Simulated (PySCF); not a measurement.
# Computed records: AlCl2H, Al2ClFH, AlFH4NSi, AlClFH2 and others

All values are calculated (PySCF 2.14.0). Calculation on a computer-drawn molecule: the log of a Hartree-Fock and frozen-core CCSD(T) single point meant for a local Hartree-Fock minimum, with one planted fault or none, to be diagnosed. Offsets are logged minus clean, where the clean run is the same molecule without the fault. The reference is restricted for singlets and unrestricted otherwise, and also for a bond in bohr or an excited solution. Adding or removing an electron swaps singlet and doublet. The excited solution moves the top pair (singlet) or top alpha electron (doublet) to the lowest empty orbital. Highest occupied and lowest empty are orbital energies over both spins, largest force is the largest gradient component, triples share is (T) over the correlation energy, the T1 limit is 0.02 restricted and 0.045 unrestricted, electrons count all cores, a negative frequency is imaginary (commonest isotopes), and the dipole is about the centre of nuclear charge.

Common to all runs: logged SCF converged yes; possible faults no fault, one electron removed, one electron added, multiplicity raised by two, geometry at a saddle point, SCF held on an excited solution, minimal basis STO-3G, one bond length entered in bohr, all coordinates scaled.

```yaml
- entry: 1
  formula: AlCl2H
  logged_structure:
    atoms_angstrom:
      - [Cl, -0.4042, -0.7903, 1.6049]
      - [Al, -1.7191, -0.3498, 0.0329]
      - [Cl, -3.5124, 0.639, 0.4804]
      - [H, -1.3723, -0.7468, -1.4289]
  given:
    meant_charge: 0
    meant_multiplicity: 1
    meant_basis: "cc-pV(D+d)Z"
    logged_electrons: 48
    logged_basis_functions: 74
    logged_spin_squared: 0.0
    "logged_highest_occupied [eV]": -12.561
    "logged_lowest_empty [eV]": 1.3485
    "logged_largest_force [hartree/bohr]": 3.3036e-05
    "logged_lowest_frequency [cm^-1]": 171.94
    logged_T1_diagnostic: 0.0096862
    logged_D1_diagnostic: 0.028026
    logged_triples_share: 0.02149
    logged_CC_converged: "yes"
    "logged_dipole_magnitude [debye]": 1.3408
    logged_SCF_stable_within_its_kind: "yes"
    "logged_energy_HF [hartree]": -1161.65859
    "logged_energy_CCSD(T) [hartree]": -1162.03441
    drawn_bonds_atom: [1, 2, 2]
    drawn_bonds_other_atom: [2, 3, 4]
    drawn_bonds_order: [1, 1, 1]
  results:
    planted_fault: "no fault"
    "HF_energy_offset_from_clean_run [kcal/mol]": 0.0
    "CCSD(T)_energy_offset_from_clean_run [kcal/mol]": 0.0
- entry: 2
  formula: Al2ClFH
  logged_structure:
    atoms_angstrom:
      - [F, 0.5179, -3.2298, 4.9234]
      - [Al, 0.0089, -2.4514, 3.5993]
      - [Al, -0.7885, -1.1127, 1.3756]
      - [Cl, 0.7522, 0.1426, 0.8532]
      - [H, -2.2005, -1.4709, 0.8606]
  given:
    meant_charge: 1
    meant_multiplicity: 1
    meant_basis: "cc-pV(D+d)Z"
    logged_electrons: 52
    logged_basis_functions: 88
    logged_spin_squared: 2.0037
    "logged_highest_occupied [eV]": -12.909
    "logged_lowest_empty [eV]": -8.0852
    "logged_largest_force [hartree/bohr]": 0.011389
    logged_T1_diagnostic: 0.027414
    logged_D1_diagnostic: 0.12753
    logged_triples_share: 0.024275
    logged_CC_converged: "yes"
    "logged_dipole_magnitude [debye]": 3.6566
    logged_SCF_stable_within_its_kind: "yes"
    "logged_energy_HF [hartree]": -1043.12049
    "logged_energy_CCSD(T) [hartree]": -1043.56711
    drawn_bonds_atom: [1, 2, 3, 3]
    drawn_bonds_other_atom: [2, 3, 4, 5]
    drawn_bonds_order: [1, 1, 1, 1]
  results:
    planted_fault: "multiplicity raised by two"
    "HF_energy_offset_from_clean_run [kcal/mol]": 81.6
    "CCSD(T)_energy_offset_from_clean_run [kcal/mol]": 91.87
- entry: 3
  formula: AlFH4NSi
  logged_structure:
    atoms_angstrom:
      - [F, -2.3248, -0.7334, -1.349]
      - [Al, -0.8491, -0.9581, -0.758]
      - ["N", 0.7301, -1.1778, -0.1674]
      - [Si, 2.2374, -0.6789, -1.0301]
      - [H, 0.869, -1.6183, 0.7323]
      - [H, 3.0425, -1.8743, -1.3032]
      - [H, 1.6768, -0.0902, -2.2678]
      - [H, 2.9402, 0.3173, -0.2145]
  given:
    meant_charge: 1
    meant_multiplicity: 1
    meant_basis: "cc-pV(D+d)Z"
    logged_electrons: 46
    logged_basis_functions: 94
    logged_spin_squared: 0.0
    "logged_highest_occupied [eV]": -10.998
    "logged_lowest_empty [eV]": -11.615
    "logged_largest_force [hartree/bohr]": 0.19086
    logged_CC_converged: "no"
    "logged_dipole_magnitude [debye]": 11.24
    logged_SCF_stable_within_its_kind: "no"
    "logged_energy_HF [hartree]": -686.45523
    drawn_bonds_atom: [1, 2, 3, 3, 4, 4, 4]
    drawn_bonds_other_atom: [2, 3, 4, 5, 6, 7, 8]
    drawn_bonds_order: [1, 1, 1, 1, 1, 1, 1]
  results:
    planted_fault: "SCF held on an excited solution"
    "HF_energy_offset_from_clean_run [kcal/mol]": 290.8
  notes: ["CCSD not converged"]
- entry: 4
  formula: AlClFH2
  logged_structure:
    atoms_angstrom:
      - [F, -0.3325, -2.0944, -0.1648]
      - [Al, 1.3359, -2.2072, 0.086]
      - [Cl, 1.8632, -4.4042, -0.0553]
      - [H, 2.1287, -1.4374, -1.088]
      - [H, 1.7104, -1.7092, 1.5731]
  given:
    meant_charge: -1
    meant_multiplicity: 1
    meant_basis: "aug-cc-pV(D+d)Z"
    logged_electrons: 42
    logged_basis_functions: 105
    logged_spin_squared: 0.0
    "logged_highest_occupied [eV]": -5.9343
    "logged_lowest_empty [eV]": 3.4817
    "logged_largest_force [hartree/bohr]": 1.285e-05
    "logged_lowest_frequency [cm^-1]": 198.52
    logged_T1_diagnostic: 0.011608
    logged_D1_diagnostic: 0.028229
    logged_triples_share: 0.022974
    logged_CC_converged: "yes"
    "logged_dipole_magnitude [debye]": 1.0142
    logged_SCF_stable_within_its_kind: "yes"
    "logged_energy_HF [hartree]": -802.24578
    "logged_energy_CCSD(T) [hartree]": -802.73607
    drawn_bonds_atom: [1, 2, 2, 2]
    drawn_bonds_other_atom: [2, 3, 4, 5]
    drawn_bonds_order: [1, 1, 1, 1]
  results:
    planted_fault: "no fault"
    "HF_energy_offset_from_clean_run [kcal/mol]": 0.0
    "CCSD(T)_energy_offset_from_clean_run [kcal/mol]": 0.0
- entry: 5
  formula: AlFH
  logged_structure:
    atoms_angstrom:
      - [F, -2.0485, 0.3934, 4.0666]
      - [Al, -2.2523, 1.5818, 2.9263]
      - [H, -3.2845, 1.25, 1.7629]
  given:
    meant_charge: 0
    meant_multiplicity: 2
    meant_basis: "cc-pV(D+d)Z"
    logged_electrons: 24
    logged_basis_functions: 42
    logged_spin_squared: 0.0
    "logged_highest_occupied [eV]": -0.30072
    "logged_lowest_empty [eV]": 6.8533
    "logged_largest_force [hartree/bohr]": 0.052704
    logged_T1_diagnostic: 0.01622
    logged_D1_diagnostic: 0.038504
    logged_triples_share: 0.015803
    logged_CC_converged: "yes"
    "logged_dipole_magnitude [debye]": 3.3992
    logged_SCF_stable_within_its_kind: "yes"
    "logged_energy_HF [hartree]": -341.96684
    "logged_energy_CCSD(T) [hartree]": -342.24842
    drawn_bonds_atom: [1, 2]
    drawn_bonds_other_atom: [2, 3]
    drawn_bonds_order: [1, 1]
  results:
    planted_fault: "one electron added"
    "HF_energy_offset_from_clean_run [kcal/mol]": 7.09
    "CCSD(T)_energy_offset_from_clean_run [kcal/mol]": -10.98
- entry: 6
  formula: AlFH
  logged_structure:
    atoms_angstrom:
      - [F, -2.0485, 0.3934, 4.0666]
      - [Al, -2.2523, 1.5818, 2.9263]
      - [H, -3.2845, 1.25, 1.7629]
  given:
    meant_charge: 0
    meant_multiplicity: 2
    meant_basis: "cc-pV(D+d)Z"
    logged_electrons: 23
    logged_basis_functions: 42
    logged_spin_squared: 0.9276
    "logged_highest_occupied [eV]": -6.0052
    "logged_lowest_empty [eV]": -1.7362
    "logged_largest_force [hartree/bohr]": 0.021211
    "logged_dipole_magnitude [debye]": 3.2068
    logged_SCF_stable_within_its_kind: "no"
    "logged_energy_HF [hartree]": -341.8735
    drawn_bonds_atom: [1, 2]
    drawn_bonds_other_atom: [2, 3]
    drawn_bonds_order: [1, 1]
  results:
    planted_fault: "SCF held on an excited solution"
    "HF_energy_offset_from_clean_run [kcal/mol]": 65.66
  notes: ["coupled-cluster numbers left out as unreliable"]
- entry: 7
  formula: Al2ClFH2
  logged_structure:
    atoms_angstrom:
      - [F, 1.7456, -0.2223, -2.5401]
      - [Al, 0.8005, 0.0545, -1.2015]
      - [Al, 1.504, 2.0618, 0.2957]
      - [Cl, 0.201, 3.7489, 0.316]
      - [H, -0.4101, -0.9372, -1.0157]
      - [H, 2.7799, 2.2005, 1.2083]
  given:
    meant_charge: 0
    meant_multiplicity: 1
    meant_basis: "cc-pV(D+d)Z"
    logged_electrons: 54
    logged_basis_functions: 93
    logged_spin_squared: 0.0
    "logged_highest_occupied [eV]": -5.7104
    "logged_lowest_empty [eV]": -4.7864
    "logged_largest_force [hartree/bohr]": 0.041337
    logged_CC_converged: "no"
    "logged_dipole_magnitude [debye]": 1.8823
    logged_SCF_stable_within_its_kind: "no"
    "logged_energy_HF [hartree]": -1043.73759
    drawn_bonds_atom: [1, 2, 3, 2, 3]
    drawn_bonds_other_atom: [2, 3, 4, 5, 6]
    drawn_bonds_order: [1, 1, 1, 1, 1]
  results:
    planted_fault: "SCF held on an excited solution"
    "HF_energy_offset_from_clean_run [kcal/mol]": 222.5
  notes: ["CCSD not converged"]
- entry: 8
  formula: AlBClFH
  logged_structure:
    atoms_angstrom:
      - [F, -1.9936, -0.8823, 1.3885]
      - [Al, -1.1264, -1.6154, 0.2209]
      - [B, -1.4303, -0.2853, -1.5487]
      - [Cl, -1.6807, 0.7093, -2.805]
      - [H, 0.5235, -4.0066, 0.0135]
  given:
    meant_charge: 1
    meant_multiplicity: 1
    meant_basis: "cc-pV(D+d)Z"
    logged_electrons: 44
    logged_basis_functions: 79
    logged_spin_squared: 0.8788
    "logged_highest_occupied [eV]": -14.789
    "logged_lowest_empty [eV]": -5.562
    "logged_largest_force [hartree/bohr]": 0.011948
    logged_T1_diagnostic: 0.046355
    logged_D1_diagnostic: 0.19186
    logged_triples_share: 0.031853
    logged_CC_converged: "yes"
    "logged_dipole_magnitude [debye]": 3.8304
    logged_SCF_stable_within_its_kind: "yes"
    "logged_energy_HF [hartree]": -825.83867
    "logged_energy_CCSD(T) [hartree]": -826.309
    drawn_bonds_atom: [1, 2, 3, 2]
    drawn_bonds_other_atom: [2, 3, 4, 5]
    drawn_bonds_order: [1, 1, 1, 1]
  results:
    planted_fault: "one bond length entered in bohr, row 4 of the drawn bonds"
    "HF_energy_offset_from_clean_run [kcal/mol]": 61.83
    "CCSD(T)_energy_offset_from_clean_run [kcal/mol]": 71.23
  notes: ["T1 above single-reference limit"]
```
